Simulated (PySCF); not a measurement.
H₂P, charge -1, singlet, at a GFN2-xTB geometry (in this run its highest filled SCF level lies above zero, so its values depend strongly on the basis, on diffuse functions most of all), atoms displaced at random by about 0.1 Å a coordinate. Base run: PBE0/aug-cc-pVDZ (PySCF).

The PySCF input:
```python
from pyscf import gto, scf, dft
from pyscf.geomopt import geometric_solver

mol = gto.Mole()
mol.atom = '''
    P     0.091329    0.098880    0.132634
    H     0.948666   -0.522679   -0.561929
    H    -1.057888   -0.551768   -0.550539
'''
mol.basis = 'aug-cc-pvdz'
mol.charge = -1
mol.spin = 0
mol.verbose = 3
mol.build()

def method(m):
    mf = dft.RKS(m)
    mf.xc = 'pbe0'
    return mf

conv, mol_eq = geometric_solver.kernel(method(mol), maxsteps=100)
print('optimisation converged:', conv)
print(mol_eq.tostring(format='xyz'))
mf = method(mol_eq)
mf.kernel()
```

Each row names what was changed in the base input (with any setting that the change needs).

| change | ΔE vs base (kcal/mol) | optimiser steps |
|---|---|---|
| base | 0.000 | 5 |
| coordsys = cart | 0.000 | 8 |
| coordsys = prim | 0.000 | 5 |
| trust = 0.02 | 0.000 | 7 |
| convergence_set = GAU_TIGHT | 0.000 | 6 |
| coordsys = dlc | 0.000 | 5 |
| coordsys = hdlc | 0.000 | 5 |
